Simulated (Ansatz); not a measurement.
Ideal-gas functions of `C1=[N][SnH2][NH]1` at 500 K and 1 bar, from an Ansatz frequency run at PBE0-D4/def2-TZVP.

Molar mass 162.77 g/mol, point group C1 (symmetry number 1), electronic degeneracy 1, moments of inertia 44.91, 136.703, 173.468 u Å². Harmonic wavenumbers (cm⁻¹, unscaled): 148, 366, 428, 444, 479, 534, 554, 705, 863, 989, 1090, 1268, 1314, 1568, 1933, 1943, 3073, 3630.

Use S(trans) = R[1.5 ln M + 2.5 ln T − 1.1517]; rotational temperatures θ = 24.2544 K / I; S(rot) = R[ln(√π/σ · √(T³/θAθBθC)) + 1.5]; for each mode x = 1.438777 ν̃/T, S = R[x/(eˣ − 1) − ln(1 − e⁻ˣ)] and H = RT x/(eˣ − 1); 1 cm⁻¹ = 0.0119627 kJ/mol; R = 8.31446 J/(mol·K).

By hand: the entropy, in J/(mol·K).

Translation 183.1. Rotation: θ = 0.5401, 0.1774, 0.1398 K, giving 112.7. Vibration, mode by mode: 15.47, 8.26, 7.09, 6.82, 6.27, 5.52, 5.27, 3.73, 2.60, 1.96, 1.55, 1.03, 0.93, 0.51, 0.21, 0.21, 0.01, 0.00, in all 67.4. Electronic 0.0. Sum 363.2 J/(mol·K).

By hand: H − E and G − E in kJ/mol, counted from the electronic energy.

Zero-point energy ½ × 21329 × 0.0119627 = 127.6; thermal vibration 19.9; translation, rotation and pV give 4 RT = 16.6. H − E = 164.1 kJ/mol, and G − E = 164.1 − 500 × 363.2/1000 = -17.5 kJ/mol.

Vibration gives 19 % of the entropy, 15.5 J/(mol·K) of it from the mode under 150 cm⁻¹: soft modes count most, and the harmonic formula is weakest for them. The sum counts one conformer and one mirror image; others add a mixing term.
